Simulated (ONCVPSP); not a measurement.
**What one change does to a pseudopotential (Sn (Z = 50), ONCV)**

- Element: tin
- Generator: ONCVPSP 4.0.1
- Type: optimised norm-conserving Vanderbilt (ONCV)
- Functional: PBE
- Relativity: fully relativistic
- Frozen core: [Kr] 4d10
- Valence charge: 4
- Reference configuration: 5s2 5p2
- Partial waves: 5s: rc 2.20 bohr, ncon 3, nbas 7, qcut 2.3 1/bohr, 2 projectors, debl 3.1 Ha; 5p: rc 2.30 bohr, ncon 5, nbas 8, qcut 3.7 1/bohr, 2 projectors, debl 0.3 Ha; d scattering state at 0.23 Ha: rc 2.40 bohr, ncon 4, nbas 9, qcut 3.8 1/bohr, 3 projectors, debl 3.8 Ha
- Local potential: polynomial inside 1.45 bohr (lpopt 5, dvloc0 2 Ha)
- Core correction: none

Open shells are filled in proportion to 2j + 1.

All-electron outer shells of the reference configuration (PBE, scalar-relativistic, ld1.x):

```json
{"shell": "4p", "level (eV)": "-89.70", "outermost node (bohr)": "0.41", "outermost maximum (bohr)": "0.79"}
{"shell": "4d", "level (eV)": "-25.84", "outermost node (bohr)": "0.39", "outermost maximum (bohr)": "0.88"}
{"shell": "5s", "level (eV)": "-10.55", "outermost node (bohr)": "0.98", "outermost maximum (bohr)": "2.01"}
{"shell": "5p", "level (eV)": "-3.69", "outermost node (bohr)": "1.09", "outermost maximum (bohr)": "2.55"}
```

Change: s: rc 1.56.

Cutoffs: the cutoffs (Ha) at which the residual kinetic energy of the hardest occupied pseudo-wave falls to 1 and 0.1 mHa per electron; they do not see the model core or the augmentation charge, which bear on the density cutoff. Errors are all-electron minus pseudo energies relative to the spin-unpolarised reference configuration.

**Question.** What does the change do?

**Answer.** The potential gets neither clearly harder nor softer (24 Ha and 40 Ha → 23 Ha and 62 Ha); of the 4 tests that both files solve, the error grows in 1 and shrinks in 2 by more than 15 % and 0.3 meV (median size 51.4 → 39.7 meV); neither file shows a bound ghost.

```csv
quantity,base,changed
"cutoff, loose",24 Ha,23 Ha
"cutoff, tight",40 Ha,62 Ha
loose cutoff by channel,"s 24 Ha, p 5.6 Ha","s 23 Ha, p 5.6 Ha"
bound ghosts,none,none
GHOST(+) flags under 300 eV,"p3/2 at 46.2 eV, s at 46.8 eV, p1/2 at 62.0 eV, d5/2 at 244.4 eV, d3/2 at 245.0 eV","p3/2 at 46.2 eV, s at 57.6 eV, p1/2 at 62.0 eV, d5/2 at 244.4 eV, d3/2 at 245.0 eV"
"error for 5s2 5p1, meV [ΔE 6.89 eV]",+1.4,+0.8
"error for 5s2 5p0, meV [ΔE 20.86 eV]",+29,+25
"error for 5s1 5p0, meV [ΔE 51.83 eV]",+123,+147
"error for 5s0 5p4, meV [ΔE 14.15 eV]",+74,+55
p3/2: phases at 2.33 bohr within 0.05 rad from the reference energy up to (Ha; the scan ends near 5),1.5,1.5
p1/2: phases at 2.33 bohr within 0.05 rad from the reference energy up to (Ha; the scan ends near 5),1.8,1.8
d5/2: phases at 2.43 bohr within 0.05 rad from the reference energy up to (Ha; the scan ends near 5),0.6,0.6
d3/2: phases at 2.43 bohr within 0.05 rad from the reference energy up to (Ha; the scan ends near 5),0.6,0.6
```

Base: The cutoffs count occupied waves only; projector 3 of the d channel, the hardest unoccupied one, needs 89 Ha at the loose tolerance. Changed file: The cutoffs count occupied waves only; projector 3 of the d channel, the hardest unoccupied one, needs 89 Ha at the loose tolerance.
